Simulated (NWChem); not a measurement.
# C2H7Si, doublet; SMILES [SiH](C)C

Computed with NWChem. Pople sets run with spherical d functions. Spin-unrestricted. In the optimisation the excess spin sits in a' (Cs, its own frame). Geometry: optimised at PBE0/def2-SVP, spin-unrestricted. No stability test was run on the SCF state. Level PBE/6-31G*: energy and gradient; each run changes one setting, and changes count from the defaults (medium grid, exact Coulomb integrals, symmetry on).

```
setting                              size of the energy change (μHa)  largest change of a gradient component (μHa/bohr)
-----------------------------------  -------------------------------  -------------------------------------------------
defaults                                                        < 10                                               < 30
Coulomb fitting, Ahlrichs set                                    300                                                 30
tight SCF thresholds and tolerances                             < 10                                               < 30
symmetry off                                                    < 10                                        other frame
Coulomb fitting, Weigend set                                     200                                                 90
```
